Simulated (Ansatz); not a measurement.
Geometry optimisation, Ansatz, RKS PBE/def2-SVP.

The input (input.yaml):

```yaml
crystal:
  periodic: [false, false, false]
  atoms:
    - { symbol: B, position_ang: [-0.8578, 0.6949, -0.2402] }
    - { symbol: "N", position_ang: [-0.017, -0.3006, 1.0073] }
    - { symbol: C, position_ang: [0.7225, -1.4768, 0.5976] }
    - { symbol: S, position_ang: [-2.4609, 0.4376, 0.2766] }
    - { symbol: H, position_ang: [-1.3082, -0.4413, 1.3352] }
    - { symbol: C, position_ang: [0.0053, 1.4116, -1.3246] }
    - { symbol: H, position_ang: [0.4931, 0.2423, 1.6949] }
    - { symbol: H, position_ang: [0.9649, -2.1078, 1.4541] }
    - { symbol: H, position_ang: [0.109, -2.0481, -0.0957] }
    - { symbol: H, position_ang: [1.6538, -1.2043, 0.0935] }
    - { symbol: H, position_ang: [-0.6046, 1.8011, -2.1365] }
    - { symbol: H, position_ang: [0.744, 0.7394, -1.7596] }
    - { symbol: H, position_ang: [0.5558, 2.2522, -0.9025] }
basis:
  gaussian: { orbitals: def2-SVP }
hamiltonian:
  xc: pbe
relax:
  f_tol: 0.15
  max_steps: 25
  restrain:
    - { distance: [4, 1], at: 2.32, k: 30.0 }
    - { distance: [0, 1], at: 1.55, k: 30.0 }
    - { distance: [4, 3], at: 1.36, k: 30.0 }
```

Run as:

```bash
$ ansatz run input.yaml --threads 2 --pin off --max-ram 3072MiB --backend cpu --events-out ev --progress --plain --runs-dir out
```

**Question.** Where does it end, and by what steps?

**Answer.** The forces met the threshold. The restraints hold the end off the free minimum. After 23 steps the energy has fallen by 1.643 eV (the restraints' own energy left out); H7 moved furthest, 1.72 Å. Joined: S4–H5.

| step | energy less start (eV) | largest force component (eV/Å) | accepted |
| --- | --- | --- | --- |
| 0 | 0.0000 | 2.632 | yes |
| 1 | 0.1810 | 3.062 | yes |
| 2 | -0.0120 | 3.062 | yes |
| 3 | -0.4295 | 1.791 | yes |
| 4 | -0.7864 | 0.788 | yes |
| 5 | -0.9392 | 1.570 | yes |
| 6 | -1.1019 | 1.831 | yes |
| 7 | -1.2701 | 1.132 | yes |
| 8 | -1.3908 | 1.184 | yes |
| 9 | -1.4825 | 1.285 | yes |
| 10 | -1.5525 | 1.385 | yes |
| 11 | -1.5697 | 1.785 | yes |
| 12 | -1.5823 | 1.421 | yes |
| 13 | -1.6064 | 1.607 | yes |
| 14 | -1.6040 | 1.545 | yes |
| 15 | -1.6010 | 1.520 | no |
| 16 | -1.6119 | 1.566 | yes |
| 17 | -1.6143 | 1.524 | yes |
| 18 | -1.6177 | 1.549 | yes |
| 19 | -1.6222 | 1.519 | yes |
| 20 | -1.6270 | 1.650 | yes |
| 21 | -1.6338 | 1.592 | yes |
| 22 | -1.6364 | 1.727 | yes |
| 23 | -1.6428 | 1.639 | yes |

```xyz
13
Properties=species:S:1:pos:R:3
B -0.705 0.570 -0.030
N -0.177 -0.590 0.722
C 1.059 -1.302 0.467
S -2.294 1.203 0.608
H -2.204 0.233 1.558
C 0.045 1.213 -1.262
H -0.719 -0.968 1.502
H 1.734 -1.311 1.353
H 0.892 -2.364 0.171
H 1.612 -0.815 -0.359
H -0.551 2.000 -1.764
H 0.306 0.450 -2.025
H 1.001 1.681 -0.940
```

Run time: 59 s on 2 threads of Arm Neoverse V1 (shared host), peak memory 0.15 GiB.
